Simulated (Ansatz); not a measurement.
```yaml
crystal:
  periodic: [false, false, false]
  atoms:
    - {symbol: I, position_ang: [-1.876486, -2.926265, 0.360696]}
    - {symbol: Si, position_ang: [-0.645427, -0.354013, 0.589427]}
    - {symbol: B, position_ang: [-0.297578, 0.530116, -0.837282]}
    - {symbol: C, position_ang: [1.051957, 0.587145, 0.584984]}
    - {symbol: H, position_ang: [-0.739022, 0.248249, 2.372420]}
    - {symbol: H, position_ang: [-0.243181, 0.773137, -2.230084]}
    - {symbol: H, position_ang: [2.081761, 0.204121, -0.435603]}
    - {symbol: H, position_ang: [1.414445, 0.866254, 0.841432]}
basis:
  gaussian: {orbitals: def2-TZVPD}
hamiltonian: {xc: {name: TPSS}}
```

```sh
$ ansatz run in.yaml --threads 2 --pin off --events-out ev --progress --plain --max-ram 4352MiB
```

Shortened log:

```
Error: YAML parse error: error: line 14 column 19: hamiltonian.xc: no functional is named "TPSS"; the names, which are not case-sensitive, are SVWN5, SPW92, PBE, PBE0, PBEsol, revPBE, revPBE0, RPBE, rPW86-PBE, HSE06, wPBEh, LC-wPBE, HISS, HF, BLYP, B3LYP, B3LYP5, BHLYP, CAM-B3LYP, r2SCAN, r2SCANh, r2SCAN0, r2SCAN50, m-r2SCAN, B97, wB97, wB97X, wB97X-V, B97M-V, wB97M-V, B2PLYP, B2GP-PLYP, PBE0-DH, PBE-QIDH
12 | basis:
13 |   gaussian: {orbitals: def2-TZVPD}
14 | hamiltonian: {xc: {name: TPSS}}
```

What is wrong with this run?

The method's name isn't one that the program takes here. The input was rejected before any iteration.

HSE06 is defined as in plane-wave codes.
